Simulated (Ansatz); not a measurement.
Relaxation of C$_{2}$H$_{11}$OPSi$_{2}$ (17 atoms, charge 0, multiplicity 1), to a largest force component of 0.02 eV/Å in at most 40 steps.

Method: RKS B3LYP/STO-3G in Ansatz 0.2.0.

```xyz
17
Properties=species:S:1:pos:R:3
O -2.361 0.334 0.695
C -1.735 -0.567 -0.154
Si 0.096 -0.701 0.021
P 0.857 -2.548 -1.049
C 1.091 0.698 -0.692
Si 0.754 2.218 0.349
H -2.369 0.037 1.599
H -2.158 -1.522 0.019
H -1.959 -0.273 -1.145
H 0.480 -0.948 1.482
H 2.077 -2.627 -0.481
H 0.245 -3.487 -0.127
H 2.111 0.507 -0.676
H 0.787 0.896 -1.702
H -0.623 2.696 0.148
H 1.690 3.318 -0.039
H 0.998 1.969 1.794
```

Question: Where does it end, and by what steps?

Answer: The run converged. The force dipped under the threshold on the way, but the program's further checks kept it going. Limits of this set-up: minimal basis. After 18 steps the energy has fallen by 1.170 eV; H17 moved furthest, 0.58 Å.

```json
{"step": "0", "energy less start (eV)": "0.0000", "largest force component (eV/Å)": "5.431", "accepted": "yes"}
{"step": "1", "energy less start (eV)": "-0.8993", "largest force component (eV/Å)": "1.670", "accepted": "yes"}
{"step": "2", "energy less start (eV)": "-1.1263", "largest force component (eV/Å)": "0.667", "accepted": "yes"}
{"step": "3", "energy less start (eV)": "-1.1600", "largest force component (eV/Å)": "0.174", "accepted": "yes"}
{"step": "4", "energy less start (eV)": "-1.1629", "largest force component (eV/Å)": "0.090", "accepted": "yes"}
{"step": "5", "energy less start (eV)": "-1.1644", "largest force component (eV/Å)": "0.040", "accepted": "yes"}
{"step": "6", "energy less start (eV)": "-1.1649", "largest force component (eV/Å)": "0.024", "accepted": "yes"}
{"step": "7", "energy less start (eV)": "-1.1657", "largest force component (eV/Å)": "0.038", "accepted": "yes"}
{"step": "8", "energy less start (eV)": "-1.1664", "largest force component (eV/Å)": "0.058", "accepted": "yes"}
{"step": "9", "energy less start (eV)": "-1.1665", "largest force component (eV/Å)": "0.101", "accepted": "yes"}
{"step": "10", "energy less start (eV)": "-1.1674", "largest force component (eV/Å)": "0.091", "accepted": "yes"}
{"step": "11", "energy less start (eV)": "-1.1681", "largest force component (eV/Å)": "0.048", "accepted": "yes"}
{"step": "12", "energy less start (eV)": "-1.1690", "largest force component (eV/Å)": "0.051", "accepted": "yes"}
{"step": "13", "energy less start (eV)": "-1.1693", "largest force component (eV/Å)": "0.079", "accepted": "yes"}
{"step": "14", "energy less start (eV)": "-1.1697", "largest force component (eV/Å)": "0.055", "accepted": "yes"}
{"step": "15", "energy less start (eV)": "-1.1701", "largest force component (eV/Å)": "0.013", "accepted": "yes"}
{"step": "16", "energy less start (eV)": "-1.1703", "largest force component (eV/Å)": "0.019", "accepted": "yes"}
{"step": "17", "energy less start (eV)": "-1.1703", "largest force component (eV/Å)": "0.026", "accepted": "yes"}
{"step": "18", "energy less start (eV)": "-1.1704", "largest force component (eV/Å)": "0.015", "accepted": "yes"}
```

```xyz
17
Properties=species:S:1:pos:R:3
O -2.181 0.508 0.843
C -1.689 -0.555 -0.062
Si 0.197 -0.859 0.023
P 0.737 -2.619 -1.247
C 1.136 0.680 -0.521
Si 0.594 2.302 0.267
H -1.989 0.097 1.768
H -2.241 -1.507 0.106
H -1.967 -0.216 -1.079
H 0.503 -1.101 1.422
H 2.021 -2.727 -0.671
H 0.204 -3.540 -0.319
H 2.202 0.528 -0.306
H 1.062 0.783 -1.612
H -0.658 2.755 -0.289
H 1.593 3.317 0.019
H 0.455 2.154 1.697
```

Whether the end is a true minimum wasn't checked by a vibrational analysis.

Run time: 77 s on 1 thread of Arm Neoverse V1, on a shared host, peak memory 0.15 GiB.
